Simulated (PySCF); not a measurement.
Electron correlation in P⁺ (phosphorus, charge +1)

[Ne] 3s1 3p3, high-spin 5S determinant (an excited configuration). All numbers are calculated (PySCF 2.14, the spin-free X2C one-electron Hamiltonian (Gaussian nucleus), in x2c-TZVPPall (5s5p3d1f, 42 functions)). Frozen: 1s2; 12 electrons correlated.

| level | correlation energy (mhartree) |
| --- | --- |
| CCSD | -186.23 |
| (T) | -1.37 |
| CCSD(T) | -187.60 |

Diagnostics: T1 = 0.0020, D1 = 0.0038, largest double amplitude 0.061.

Cost of the coupled-cluster step: of the order of 3 core-seconds, for 12 correlated electrons.

Iterations:

```
CC2 = 0
CCSD nocc = (np.int64(8), np.int64(4)), nmo = (41, 41)
frozen orbitals [[0], [0]]
max_cycle = 100
direct = 0
conv_tol = 1e-08
conv_tol_normt = 1e-06
diis_space = 8
diis_start_cycle = 0
Init t2, MP2 energy = -0.176136759474274
Init E_corr(UCCSD) = -0.176136759474315
cycle = 1  E_corr(UCCSD) = -0.183585950384082  dE = -0.00744919091  norm(t1,t2) = 0.0281919
cycle = 2  E_corr(UCCSD) = -0.185568125897854  dE = -0.00198217551  norm(t1,t2) = 0.00841891
cycle = 3  E_corr(UCCSD) = -0.186237107247195  dE = -0.000668981349  norm(t1,t2) = 0.00270452
cycle = 4  E_corr(UCCSD) = -0.186235144730365  dE = 1.96251683e-06  norm(t1,t2) = 0.00012815
cycle = 5  E_corr(UCCSD) = -0.186230718470978  dE = 4.42625939e-06  norm(t1,t2) = 2.47958e-05
cycle = 6  E_corr(UCCSD) = -0.18623118196723  dE = -4.63496252e-07  norm(t1,t2) = 4.51309e-06
cycle = 7  E_corr(UCCSD) = -0.186231190706204  dE = -8.73897368e-09  norm(t1,t2) = 5.2524e-07
UCCSD converged
E(UCCSD) = -341.2021865706342  E_corr = -0.1862311907062035
UCCSD(T) correction = -0.00137407506443323
```

This basis was not built for core-valence correlation, so the inner-shell part is incomplete.
